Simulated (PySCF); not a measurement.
Spectroscopy problems

A single conformation, equivalent nuclei averaged, no relativistic terms, gas phase. σ from GIAO-PBE0/pcSseg-1; coordinates at the GFN2-xTB level; PySCF 2.14.

References, each an isolated molecule treated in the same way: TMS for ¹H (σ = 31.72 ppm), ¹³C (σ = 186.93 ppm). Splittings of carbon signals by F and P are missing where no couplings were computed. Where no couplings were computed, multiplicities follow the n + 1 count of equivalent neighbours, and m marks all less simple cases (inequivalent or close neighbours, rings, F or P nearby). Shifts are as computed. Against solution values, carbons near 30 ppm lie about +3 ppm off and those near 130 ppm about +5 ppm. Of 1211 compounds with measured shifts, 218 miss one by over three times the rms of a fit or turn the order of signals round; such compounds aren't used in these exercises.

Question: C$_{2}$H$_{10}$O$_{2}$Si$_{2}$. ¹H NMR (600 MHz, computed): δ 5.06 (t, 2H), 5.05 (s, 3H), 3.58 (s, 3H), 3.20 (t, 2H). ¹³C{¹H} NMR (computed): δ 67.7, 65.5. Give a structure.

Answer: SMILES C(OC)[SiH2]O[SiH3]. The formula gives 0 degrees of unsaturation. 2 carbon signals for 2 carbons: no two carbons are equivalent. Carbon types of the structure: 1 × CH2, 1 × CH3, leaving 5 H on heteroatoms. δC 67.7: sp3 CH2 bonded to O and Si; deshielded by the electronegative neighbour. δC 65.5: methyl carbon bonded to O; deshielded by the electronegative neighbour. δH 3.58: hydrogen on a methyl carbon bonded to O; its carbon carries O, hence the downfield position. δH 3.20: hydrogen on an sp3 CH2 bonded to O and Si; its carbon carries O, which withdraws density.

This is the structure that produced the data.

Question: C$_{7}$H$_{11}$P. ¹H NMR (400 MHz, computed): δ 6.56 (m, 2H), 6.23 (m, 2H), 2.93 (m, 2H), 1.55 (m, 2H), 1.03 (m, 3H). ¹³C{¹H} NMR (computed): δ 137.2 (CH), 135.1 (CH), 33.1 (CH2), 23.0 (CH2), 12.4 (CH3). Identify the compound.

Answer: `CCP1C=CCC=C1`. 5 carbon signals for 7 carbons: some carbons are equivalent by symmetry or fast rotation. Carbon types of the structure: 4 × CH, 2 × CH2, 1 × CH3, which accounts for all hydrogens. δC 137.2, 135.1: alkene CH; the olefinic region. δC 12.4: methyl carbon; saturated and bonded to C and H only. δH 6.56, 6.23: hydrogen on an alkene CH; a vinylic proton, deshielded by the sp2 carbon and the C=C anisotropy. δH 2.93: hydrogen on an allylic sp3 CH2; allylic position.

This is the structure that produced the data.
